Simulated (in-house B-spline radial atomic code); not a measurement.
A radial electron density 4πr²n(r) was computed for an atom or ion in its tabulated ground configuration with a B-spline radial code for spherical atoms; method: Dirac-Kohn-Sham LDA exchange-only, spherical fractional occupations. Columns: r (bohr), 4πr²n(r) (electrons per bohr), bar.

```
0.000511    3.091 #
0.000603    4.025 #
0.000712     5.23 ##
 0.00084    6.764 ##
0.000991    8.714 ###
 0.00117    11.19 ####
 0.00138    14.27 #####
 0.00163    18.14 ######
 0.00192     22.8 ########
 0.00227    28.57 ##########
 0.00268    35.39 ############
 0.00316    43.28 ###############
 0.00373    52.32 ##################
 0.00441    62.36 #####################
  0.0052    72.81 #########################
 0.00614    83.34 ############################
 0.00725    93.09 ################################
 0.00856    101.1 ###################################
  0.0101    106.5 ####################################
  0.0119    108.6 #####################################
  0.0141    107.2 #####################################
  0.0166    103.3 ###################################
  0.0196    98.58 ##################################
  0.0231    95.84 #################################
  0.0273    97.65 #################################
  0.0322    105.1 ####################################
   0.038    116.5 ########################################
  0.0449    126.8 ###########################################
   0.053    128.9 ############################################
  0.0626    117.8 ########################################
  0.0738    95.35 #################################
  0.0872    69.68 ########################
   0.103     52.8 ##################
   0.121    50.22 #################
   0.143    56.18 ###################
   0.169    58.21 ####################
     0.2    48.16 ################
   0.236    30.19 ##########
   0.278    13.92 #####
   0.328    4.469 ##
   0.388   0.9285 
   0.457   0.1261 
    0.54 0.009513 
   0.637 0.0003906
```

(1) Which atom or ion is it?
A. Au59+
B. Re58+
C. Ir58+
D. Os58+

## Answers

(1) D. The area under the curve, ∫4πr²n dr = ∫r·4πr²n d(ln r) on this logarithmic grid, is 18 electrons, which only this option has. The configuration is [Ne] 3s2 3p6.
